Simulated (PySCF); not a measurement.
Species: arsenic trifluoride, AsF₃.
Bonds: F1–As2, As2–F3, As2–F4.

Method: PBE0-D3(BJ)/def2-TZVP geometry optimisation, gas phase in PySCF 2.14.0; density fitting, grid level 2; the optimiser is geomeTRIC in internal coordinates, started from a GFN2-xTB structure with every atom displaced at random (about 0.01 Å).

Step 0: E = -68982.7972 eV
```
atom  x, y, z in Å  |  force x, y, z in eV/Å
F1     -0.6346   -0.6596    1.1338   -0.073   0.300   0.250
As2     0.2063    0.5938    0.3101   -0.201  -0.845  -0.309
F3      1.2813   -0.5242   -0.4132    0.514   0.160   0.078
F4     -0.8157    0.5636   -1.0630   -0.241   0.385  -0.018
```

Step 1: E = -68982.7447 eV
```
atom  x, y, z in Å  |  force x, y, z in eV/Å
F1     -0.6548   -0.6688    1.1653    0.457   0.777  -0.731
As2     0.2017    0.5478    0.2172    0.226  -0.278   2.154
F3      1.3862   -0.5430   -0.3625   -0.155  -0.138  -0.439
F4     -0.8958    0.6375   -1.0523   -0.527  -0.362  -0.984
```

Step 2: E = -68982.8400 eV
```
atom  x, y, z in Å  |  force x, y, z in eV/Å
F1     -0.6546   -0.6555    1.1448    0.193   0.379  -0.147
As2     0.2106    0.5654    0.2726   -0.181  -0.454   0.411
F3      1.3467   -0.5329   -0.3938   -0.001   0.081  -0.098
F4     -0.8654    0.5966   -1.0559   -0.011  -0.005  -0.167
```

Problem. Estimate the geometry and energy of step 3. (The exact step hangs on the optimiser's Hessian estimate; all steps are aligned on step 2, rigid shifts and turns removed.)

Solution. E = -68982.8484 eV, largest force 0.074 eV/Å
```
atom  x, y, z in Å  |  force x, y, z in eV/Å
F1     -0.6606   -0.6471    1.1560   -0.019  -0.037   0.012
As2     0.2051    0.5515    0.2892   -0.006   0.051  -0.053
F3      1.3431   -0.5216   -0.4134    0.011  -0.017   0.010
F4     -0.8502    0.5908   -1.0642    0.014   0.002   0.030
```

The energy changes by -0.0084 eV. The first-order estimate −F·Δx gives -0.0186 eV and the mean of the old and new forces, exact on a quadratic surface, -0.0083 eV. The step makes an angle of 55° with the force vector and moves no atom by more than 0.023 Å.

The cost below is that of the whole optimisation. The run took 18 s wall on an AMD EPYC 9R45 with one thread, shared host with 192 logical CPUs at a one-minute load of 178, and the process peaked at 0.52 GiB of memory.
